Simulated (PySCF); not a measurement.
[RuF6]-: Ru(V) (d3), charge -1. The structure is a PBE0-D3(BJ)/def2-TZVP geometry optimised for multiplicity 4; coordination octahedral, point group Oh, metal–donor distances 1.86 Å.

The d shell alone is too small an active space for [RuF6]- (an active orbital has only 0.58 squared overlap with the free ion's shell): its levels, fitted parameters, g values and moments show what this model gives and aren't sound predictions.

```
7

Ru    0.000    0.000    0.000
F     0.000    0.000    1.857
F     0.000    0.000   -1.857
F     1.857    0.000    0.000
F    -1.857    0.000    0.000
F     0.000    1.857    0.000
F     0.000   -1.857    0.000
```

Method (PySCF 2.14, density fitting): CASSCF(3,5) with orbitals averaged over the states of highest spin, strongly contracted NEVPT2 on the averaged canonical orbitals; basis x2c-TZVPall on the metal, x2c-SVPall elsewhere; spin-free X2C; IEF-PCM dichloromethane; spin-orbit coupling by state interaction with the mean-field operator over all roots.

**Question.** What is the ground state?

**Answer.** 4A2g (S = 3/2, orbital degeneracy 1), with 3.0 electrons in the lower (t2g-type) set and 0.0 in the upper (eg-type) set, by NEVPT2.

**Question.** Where do the spin-allowed transitions within the shell lie?

**Answer.** By NEVPT2: 4T2g at 38804 cm⁻¹ (258 nm); 4T1g at 44378 cm⁻¹ (225 nm); 4T1g at 78500 cm⁻¹. All are electric-dipole forbidden at this geometry.

**Question.** Which is the lowest state of another spin?

**Answer.** 2Eg at 12643 cm⁻¹ by NEVPT2; CASSCF alone puts it at 14480 cm⁻¹ above the same ground state.

**Question.** What ligand-field parameters describe the result?

**Answer.** At CASSCF level (the NEVPT2 levels don't fit a ligand-field model well): orbital energies 0, 0, 0, 36070, 36070 cm⁻¹; 10Dq = 36070 cm⁻¹; B = 725 cm⁻¹; C = 2824 cm⁻¹; B over its free-ion value at the same level 0.726; the fit misses the states by 633 cm⁻¹ rms, so splittings below that are unsure; ζ = 1094 cm⁻¹ (free ion 1398).

**Question.** What are the magnetic parameters?

**Answer.** The ground multiplet follows a spin Hamiltonian with S = 3/2, g = 1.949, 1.949, 1.949, D = 0 (spin-orbit part alone); the lowest levels hold 99 % of the spin-free ground state. μeff is 3.78 μB at 300 K and 3.77 μB at 10 K; the spin-only value is 3.88 μB.

No frequencies were computed for the optimised geometry. Charge-transfer states lie outside this active space and may come lower than some of these levels. NEVPT2 on the d shell alone tends to put d–d bands too high for such charged or covalently bound ions.

The job took 16 s on one thread of Arm Neoverse V1 (shared host), with 147 basis functions, launched as `OMP_NUM_THREADS=1 python lf_run.py task.json out`.
